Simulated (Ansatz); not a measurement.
Reactions of CH₇BGeO (`BO[CH2][GeH3]`).

Calculated with Ansatz (gas phase, PBE0-D4/def2-TZVP geometries, no zero-point term in ΔE). CCSD(T)/CBS is the MP2 limit (def2-TZVPP, def2-QZVPP) plus CCSD(T) − MP2 in def2-TZVPP, frozen cores. This one scheme is used for every species, atoms too. No spin–orbit coupling; open shells (•) take unrestricted orbitals. Spin–orbit coupling would lower the free atoms: a little for B, C, O; clearly for Ge. Bonds to Ge are less sure, by a few kJ/mol each and by 10 to 20 or more in all where they break to atoms, as the def2 sets lack core-valence functions. Scalar relativity is left out up to krypton. One conformer a species, not always the lowest.

**Question.** Order these by ΔE at CCSD(T)/CBS, lowest first. (An estimate is asked.)
A. `BO[CH2][GeH3]` + `[SiH3]N[SiH2]Cl` → `BN([SiH3])[SiH2]Cl` + `O[CH2][GeH3]`
B. `BO[CH2][GeH3]` → `B[O][GeH2][CH3]`
C. `BO[CH2][GeH3]` → B• + C• + Ge• + 7 H• + O•
D. `BO[CH2][GeH3]` → `B[O][GeH3]` + `[CH2]` (triplet)
E. `BO[CH2][GeH3]` + `[OH][GeH2][F]` → `B[O][GeH2][F]` + `O[CH2][GeH3]`
F. `BO[CH2][GeH3]` + `BS` → `BOCBS` + GeH₄

**Answer.** B (-32.8 kcal/mol), F (-6.7 kcal/mol), E (+3.1 kcal/mol), A (+7.0 kcal/mol), D (+80.9 kcal/mol), C (+895.7 kcal/mol).

Largest T1 diagnostic: 0.015, for `BOCBS`.
